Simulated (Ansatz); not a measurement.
TcS₄, that is [TcS4]- with one electron fewer. Charge 0, multiplicity 2. Geometry PBE0-D4/def2-SVPD; atoms count from 1.

| atom | x (Å) | y (Å) | z (Å) |
| --- | --- | --- | --- |
| Tc1 | 0.039 | 0.019 | 0.025 |
| S2 | 0.219 | 0.302 | -2.073 |
| S3 | -1.781 | 0.929 | 0.635 |
| S4 | 1.669 | 0.818 | 1.043 |
| S5 | -0.146 | -2.069 | 0.370 |

In the def2 sets Tc takes a core potential; there is no spin–orbit coupling.

(1) Estimate the Mulliken populations from the PBE0/def2-TZVPD orbitals of Ansatz.

(2) Where does the spin sit?

(3) And the Mayer bond orders between heavy atoms (over 0.3)?

Results:

(1) 
```tsv
atom	charge (e)	spin (α − β)	d electrons
Tc1	0.47	-0.49	5.18
S2	-0.10	0.50	–
S3	-0.10	0.50	–
S4	-0.18	0.00	–
S5	-0.10	0.50	–
```
Mulliken values depend strongly on the basis. With diffuse functions, as here, like atoms can get unlike values, and bond orders can come out too low or too high.

(2) Summed by element: Tc -0.49, S 1.49, of 1 unpaired in all. Largest on single atoms: S2 0.50, S3 0.50, S5 0.50.

(3) Tc1–S2 1.72 (2.12 Å); Tc1–S3 1.72 (2.12 Å); Tc1–S4 1.94 (2.08 Å); Tc1–S5 1.72 (2.12 Å).
